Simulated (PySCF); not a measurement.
PySCF job for Be(SeH)(GeH3) (BeGeH4Se), SMILES [GeH3][Be][SeH], IEF-PCM-ωB97X/def2-SVP. Geometry: B3LYP-D3(BJ)/def2-SVP. The structure was generated by enumeration; whether it is a known compound was not checked. Other conformers were not sampled.

```python
import numpy as np
from pyscf import gto, scf, dft
from pyscf.solvent import pcm

mol = gto.M(
    atom='''
    Be    0.02966286    0.04967424   -0.07700305
    Se    0.72205024    1.17376384   -1.63349365
    H     2.11260171    0.85320412   -1.24235045
    Ge   -0.74672601   -1.14286185    1.59189384
    H    -0.71080820   -2.66672824    1.32189899
    H     0.04581395   -0.92056167    2.90371121
    H    -2.22073481   -0.80100286    1.92293353
    ''',
    basis='def2-SVP',
    charge=0,
    spin=0,
    max_memory=1600,
    verbose=3,
)
mf = dft.RKS(mol, xc='wb97x').density_fit(auxbasis='def2-universal-jkfit')
mf.grids.level = 3
mf.conv_tol = 1e-9
mf.max_cycle = 100
mf.kernel()
res = {}
for name, eps in {'water': 78.355, 'cyclohexanone': 15.619, 'ethylethanoate': 5.9867}.items():
    s = mf.PCM()
    s.with_solvent.method, s.with_solvent.eps, s.with_solvent.lebedev_order = 'IEF-PCM', eps, 29
    s.kernel(mf.make_rdm1())
    res[name] = (s.e_tot, eps, s.dip_moment(), s.mo_energy, s.converged)
    print(f'{name}: electrostatic solvation free energy {(s.e_tot - mf.e_tot) * 627.509474:.3f} kcal/mol')
```

Program output:

```
converged SCF energy = -4495.23813261306

WARN: PCM is an experimental feature. It is still in testing.
Features and APIs may be changed in the future.

converged SCF energy = -4495.24684725929
Dipole moment(X, Y, Z, Debye):  1.05865,  0.02298, -0.10794
water: electrostatic solvation free energy -5.469 kcal/mol

WARN: PCM is an experimental feature. It is still in testing.
Features and APIs may be changed in the future.

converged SCF energy = -4495.24600023491
Dipole moment(X, Y, Z, Debye):  1.02689,  0.03079, -0.11462
cyclohexanone: electrostatic solvation free energy -4.937 kcal/mol

WARN: PCM is an experimental feature. It is still in testing.
Features and APIs may be changed in the future.

converged SCF energy = -4495.24452489258
Dipole moment(X, Y, Z, Debye):  0.97311,  0.04335, -0.12564
ethylethanoate: electrostatic solvation free energy -4.011 kcal/mol
```

The calculation finished and met its thresholds.

Cost: very roughly 50 core-seconds.
